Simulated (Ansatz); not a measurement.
```yaml
crystal:
  periodic: [false, false, false]
  atoms:
    - {symbol: C, position_ang: [1.258075, -1.432721, 0.933888]}
    - {symbol: C, position_ang: [0.379595, -0.729571, -0.154991]}
    - {symbol: O, position_ang: [0.149064, -1.147709, -1.314731]}
    - {symbol: O, position_ang: [-0.163780, 0.503985, 0.329212]}
    - {symbol: Si, position_ang: [-1.184178, 1.539960, -0.611883]}
    - {symbol: Cl, position_ang: [-1.621745, 3.160884, 0.685908]}
    - {symbol: Cl, position_ang: [-0.175195, 2.262169, -2.328820]}
    - {symbol: Cl, position_ang: [-2.983934, 0.562387, -1.153041]}
    - {symbol: H, position_ang: [0.622083, -1.637685, 1.865377]}
    - {symbol: H, position_ang: [2.108778, -0.733193, 1.251671]}
    - {symbol: H, position_ang: [1.679906, -2.408355, 0.518935]}
basis:
  gaussian: {orbitals: cc-pVTZ, final_grid: {core_spheres: 8, valence_spheres: 7, degree: 23}}
total_charge: 1
magnetization: {spin_polarized: true, initial_magnetization: 1}
hamiltonian: {xc: {name: HF}}
correlation: {active_space: {window: {electrons: 6, orbitals: 2}}}
output: {forces: true}
```

```sh
$ ansatz run in.yaml --threads 4 --pin off --events-out ev --progress --plain --max-ram 11315MiB
```

(1) How does Ansatz answer? (Estimate.)

Results:

(1) Computed: The program refused the input.
```
Error: invalid value for `correlation.active_space`: it starts from restricted Hartree–Fock orbitals; set hamiltonian.xc: hf without magnetization.spin_polarized
```
